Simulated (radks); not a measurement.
Task: The mean radii <r> (bohr) of the occupied orbitals of an atom or ion are listed with their occupations. All-electron calculation, scalar-relativistic Kohn-Sham, PBE, spin-polarised, spherical densities, finite nucleus; Fermi nuclear charge, rms radius of each element as measured or else 0.836 A^(1/3) + 0.57 fm. Program: a radial shooting solver on a logarithmic mesh with Libxc functionals.

| orbital | occ. | <r> |
|---|---|---|
| 1s up | 1 | 0.04149 |
| 1s down | 1 | 0.04149 |
| 2s up | 1 | 0.1829 |
| 2s down | 1 | 0.1827 |
| 2p up | 3 | 0.1596 |
| 2p down | 3 | 0.1593 |
| 3s up | 1 | 0.4882 |
| 3s down | 1 | 0.4900 |
| 3p up | 3 | 0.4841 |
| 3p down | 3 | 0.4864 |
| 3d up | 3 | 0.4503 |

Name the element and its charge. Open shells, if any, are filled with parallel spins first.

Result: Z = 36, krypton, charge +15: Kr15+ in [Ar] 3d3. The 1s radius gives Z: for a bare nucleus <r> = (2 gamma + 1)/(2Z) with gamma = sqrt(1 - (Z/c)^2), 0.04069 bohr for Z = 36, and screening makes it slightly larger (0.04149 here). The occupations add up to 21, and the charge is Z minus that.
